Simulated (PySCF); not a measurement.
Compound: C₂H₅PSe.
SMILES with atom numbers: `[Se:1]=[PH:2]1[CH2:3][CH2:4]1` (hydrogens: H5 on P2; H6, H7 on C3; H8, H9 on C4)

Computed by this run: PySCF 2.14.0, PBE0-D3(BJ)/def2-SVP geometry optimisation, gas phase; density fitting, grid level 1; the optimiser is geomeTRIC in internal coordinates, started from a GFN2-xTB structure with every atom displaced at random (about 0.01 Å).

Step 0: E = -76767.1888 eV
```
atom  x, y, z in Å  |  force x, y, z in eV/Å
Se1     2.5313    1.1525   -0.7536   -0.270  -0.134   0.306
P2      0.9157    0.3836    0.3482    0.305  -0.158  -1.211
C3     -0.2303   -0.9384   -0.2009    0.273   1.353   0.411
C4     -0.8124    0.4854   -0.1054   -0.378  -0.923   0.593
H5      0.9188    0.3010    1.7285    0.087  -0.002   0.791
H6     -0.5653   -1.6678    0.5128   -0.198  -0.515   0.516
H7     -0.0418   -1.3178   -1.1859    0.174  -0.280  -0.750
H8     -1.5783    0.6392    0.6555    0.015   0.120   0.275
H9     -1.0791    0.9517   -1.0280   -0.007   0.540  -0.931
```

Step 1: E = -76767.2136 eV
```
atom  x, y, z in Å  |  force x, y, z in eV/Å
Se1     2.4727    1.3155   -0.6705    0.271  -0.112  -0.238
P2      0.9296    0.3285    0.2986    0.113   0.411   0.552
C3     -0.2404   -0.9500   -0.2010   -0.243  -0.569  -0.215
C4     -0.8115    0.4565   -0.1240   -0.313   0.316  -0.211
H5      0.9870    0.2483    1.7201   -0.094  -0.085  -0.187
H6     -0.5974   -1.6433    0.5745    0.237  -0.017  -0.107
H7     -0.1373   -1.4138   -1.1952    0.046   0.144   0.211
H8     -1.5466    0.6860    0.6530   -0.041  -0.021  -0.004
H9     -0.9975    0.9617   -1.0844    0.024  -0.065   0.199
```

Task: Estimate the geometry and energy of step 2. (The exact step hangs on the optimiser's Hessian estimate; all steps are aligned on step 1, rigid shifts and turns removed.)

Result: E = -76767.2592 eV, largest force 0.241 eV/Å
```
atom  x, y, z in Å  |  force x, y, z in eV/Å
Se1     2.5054    1.2270   -0.7082    0.012  -0.066  -0.001
P2      0.9141    0.3613    0.3194    0.121   0.139  -0.018
C3     -0.2321   -0.9375   -0.2080   -0.150  -0.084   0.170
C4     -0.8361    0.4650   -0.1129   -0.038   0.013  -0.137
H5      0.9615    0.2649    1.7322   -0.044  -0.035  -0.019
H6     -0.5518   -1.6565    0.5545    0.068  -0.043  -0.025
H7     -0.0954   -1.3816   -1.1997    0.042   0.101  -0.012
H8     -1.5816    0.6770    0.6600   -0.001  -0.050   0.014
H9     -1.0253    0.9698   -1.0664   -0.010   0.025   0.028
```

The energy changes by -0.0455 eV. The first-order estimate −F·Δx gives -0.0728 eV and the mean of the old and new forces, exact on a quadratic surface, -0.0443 eV. The step makes an angle of 67° with the force vector and moves no atom by more than 0.102 Å.

The cost below is that of the whole optimisation. Hardware: an AMD EPYC 9R45 with one thread, on a shared host. Cost: 19 s, 0.43 GiB resident at most.
